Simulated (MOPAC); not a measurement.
A run for MOPAC: PM6 on C2H8Si (SMILES CC[SiH3]), a point of a torsion scan.

```
PM6 1SCF PRECISE CHARGE=0 THREADS=1
C2H8Si

C     -1.28483518 1     0.57247229 1    -0.16166271 1
C     -0.33988218 1    -0.60887039 1     0.02897205 1
Si    -1.24815290 1    -2.27583932 1     0.14723687 1
H     -1.97982388 1     0.64712388 1     0.67222842 1
H     -0.73190356 1     1.50897194 1    -0.22684362 1
H     -1.86473242 1     0.45747610 1    -1.07514468 1
H      0.36913835 1    -0.63386736 1    -0.80122061 1
H      0.25276690 1    -0.44714118 1     0.93181955 1
H     -2.17730823 1    -2.24696867 1     1.27934627 1
H     -1.99773608 1    -2.51274933 1    -1.08884243 1
H     -0.26618901 1    -3.34449941 1     0.34164549 1
```

It printed:

```
*******************************************************************************
 **                                                                           **
 **                              MOPAC v23.2.5                                **
 **                                                                           **
 *******************************************************************************
 ** MOPAC's Digital Object Identifier: https://doi.org/10.5281/zenodo.6511958 **
 **                                                                           **
 ** Please cite the open-source release paper for use of this MOPAC version:  **
 ** J. E. Moussa and J. J. P. Stewart (2026)                                  **
 ** MOPAC: An open-source semiempirical molecular orbital program             **
 ** J. Open Source Softw., 11(119), 8025, https://doi.org/10.21105/joss.08025 **
 *******************************************************************************

                              PM6 CALCULATION RESULTS

 *******************************************************************************
 *  PM6        - The PM6 Hamiltonian to be used
 *
 *
 *
 *                 CHARGE ON SYSTEM = 0
 *
 *
 *
 *  PRECISE    - TIGHTER CRITERIA TO BE USED
 *  1SCF       - DO 1 SCF AND THEN STOP
 *  THREADS=1  - MULTI-THREADING NOT USED
 *  T=         - A TIME OF 172800.0 SECONDS REQUESTED
 *  DUMP=N     - RESTART FILE WRITTEN EVERY 7200.0 SECONDS REQUESTED
 *******************************************************************************
PM6 1SCF PRECISE CHARGE=0 THREADS=1
 C2H8Si

   ATOM   CHEMICAL          X               Y               Z
  NUMBER   SYMBOL      (ANGSTROMS)     (ANGSTROMS)     (ANGSTROMS)

     1       C         -1.28483518  *   0.57247229  *  -0.16166271  *
     2       C         -0.33988218  *  -0.60887039  *   0.02897205  *
     3      Si         -1.24815290  *  -2.27583932  *   0.14723687  *
     4       H         -1.97982388  *   0.64712388  *   0.67222842  *
     5       H         -0.73190356  *   1.50897194  *  -0.22684362  *
     6       H         -1.86473242  *   0.45747610  *  -1.07514468  *
     7       H          0.36913835  *  -0.63386736  *  -0.80122061  *
     8       H          0.25276690  *  -0.44714118  *   0.93181955  *
     9       H         -2.17730823  *  -2.24696867  *   1.27934627  *
    10       H         -1.99773608  *  -2.51274933  *  -1.08884243  *
    11       H         -0.26618901  *  -3.34449941  *   0.34164549  *



          CARTESIAN COORDINATES

    NO.       ATOM           X           Y           Z

     1         C         -1.2848      0.5725     -0.1617
     2         C         -0.3399     -0.6089      0.0290
     3        Si         -1.2482     -2.2758      0.1472
     4         H         -1.9798      0.6471      0.6722
     5         H         -0.7319      1.5090     -0.2268
     6         H         -1.8647      0.4575     -1.0751
     7         H          0.3691     -0.6339     -0.8012
     8         H          0.2528     -0.4471      0.9318
     9         H         -2.1773     -2.2470      1.2793
    10         H         -1.9977     -2.5127     -1.0888
    11         H         -0.2662     -3.3445      0.3416

 General Reference for PM6:
 "Optimization of Parameters for Semiempirical Methods V: Modification of NDDO Approximations
 and Application to 70 Elements", J. J. P. Stewart, J. Mol. Mod., 13, 1173-1213 (2007)
 URL: https://link.springer.com/article/10.1007/s00894-007-0233-4

           Empirical Formula: C2 H8 Si  =    11 atoms



      MOLECULAR POINT GROUP   :   Cs


      RHF CALCULATION, NO. OF DOUBLY OCCUPIED LEVELS = 10


 -------------------------------------------------------------------------------
 PM6 1SCF PRECISE CHARGE=0 THREADS=1
 C2H8Si



     1SCF WAS SPECIFIED, SO BFGS WAS NOT USED
     SCF FIELD WAS ACHIEVED


                              PM6 CALCULATION
                                                       MOPAC v23.2.5 Linux




          FINAL HEAT OF FORMATION =        -12.24011 KCAL/MOL =     -51.21260 KJ/MOL


          COSMO AREA              =        115.24 SQUARE ANGSTROMS
          COSMO VOLUME            =        104.84 CUBIC ANGSTROMS

          IONIZATION POTENTIAL    =         10.299011 EV
          HOMO LUMO ENERGIES (EV) =        -10.299  0.569
          NO. OF FILLED LEVELS    =         10
          MOLECULAR WEIGHT        =         60.1707         POINT GROUP:  Cs

          MOLECULAR DIMENSIONS (Angstroms)

            Atom       Atom       Distance
            H    11    H     5     4.90879
            H     7    H     9     3.29750
            H    10    H     8     3.22146


          SCF CALCULATIONS        =          1





   ATOM   CHEMICAL          X               Y               Z
  NUMBER   SYMBOL      (ANGSTROMS)     (ANGSTROMS)     (ANGSTROMS)

     1       C         -1.28483518  *   0.57247229  *  -0.16166271  *
     2       C         -0.33988218  *  -0.60887039  *   0.02897205  *
     3      Si         -1.24815290  *  -2.27583932  *   0.14723687  *
     4       H         -1.97982388  *   0.64712388  *   0.67222842  *
     5       H         -0.73190356  *   1.50897194  *  -0.22684362  *
     6       H         -1.86473242  *   0.45747610  *  -1.07514468  *
     7       H          0.36913835  *  -0.63386736  *  -0.80122061  *
     8       H          0.25276690  *  -0.44714118  *   0.93181955  *
     9       H         -2.17730823  *  -2.24696867  *   1.27934627  *
    10       H         -1.99773608  *  -2.51274933  *  -1.08884243  *
    11       H         -0.26618901  *  -3.34449941  *   0.34164549  *

                             CARTESIAN COORDINATES

   1    C       -1.284835180     0.572472290    -0.161662710
   2    C       -0.339882180    -0.608870390     0.028972050
   3   Si       -1.248152900    -2.275839320     0.147236870
   4    H       -1.979823880     0.647123880     0.672228420
   5    H       -0.731903560     1.508971940    -0.226843620
   6    H       -1.864732420     0.457476100    -1.075144680
   7    H        0.369138350    -0.633867360    -0.801220610
   8    H        0.252766900    -0.447141180     0.931819550
   9    H       -2.177308230    -2.246968670     1.279346270
  10    H       -1.997736080    -2.512749330    -1.088842430
  11    H       -0.266189010    -3.344499410     0.341645490


           Empirical Formula: C2 H8 Si  =    11 atoms



      MOLECULAR POINT GROUP   :   Cs


                  EIGENVALUES
 -27.23764 -21.59178 -18.12560 -15.23485 -14.27387 -12.91659 -12.06254 -11.39583
 -11.27631 -10.29901   0.56875   1.16423   1.23760   1.82376   1.91570   2.90940
   4.41212   4.69731   4.79289   4.81309   5.79419   6.03799   6.26434   6.90604
   6.97503


              NET ATOMIC CHARGES AND DIPOLE CONTRIBUTIONS

  ATOM NO.   TYPE          CHARGE      No. of ELECS.   s-Pop       p-Pop       d-Pop
    1          C          -0.382972        4.3830     1.06651     3.31646
    2          C          -0.579630        4.5796     1.08145     3.49818
    3         Si           0.231849        3.7682     1.20844     1.96781     0.59190
    4          H           0.139340        0.8607     0.86066
    5          H           0.137295        0.8627     0.86271
    6          H           0.139336        0.8607     0.86066
    7          H           0.171729        0.8283     0.82827
    8          H           0.171725        0.8283     0.82828
    9          H          -0.009944        1.0099     1.00994
   10          H          -0.009943        1.0099     1.00994
   11          H          -0.008784        1.0088     1.00878
 DIPOLE           X         Y         Z       TOTAL
 POINT-CHG.    -0.412    -0.681     0.046     0.798
 HYBRID         0.570     0.991    -0.069     1.146
 SUM            0.158     0.310    -0.023     0.349


          ATOMIC ORBITAL ELECTRON POPULATIONS

     Atom    s        px        py        pz      x^2-y^2     xz        z^2       yz        xy
    1  C   1.06651   1.10138   1.05765   1.15743
    2  C   1.08145   1.15348   1.17547   1.16924
    3 Si   1.20844   0.67887   0.56962   0.71932   0.06367   0.20203   0.12058   0.03241   0.17321
    4  H   0.86066
    5  H   0.86271
    6  H   0.86066
    7  H   0.82827
    8  H   0.82828
    9  H   1.00994
   10  H   1.00994
   11  H   1.00878

 **********************
 *                    *
 * JOB ENDED NORMALLY *
 *                    *
 **********************




 == MOPAC DONE ==
```

The run finished.

Cost: about 0.04 core-seconds (a rough figure).
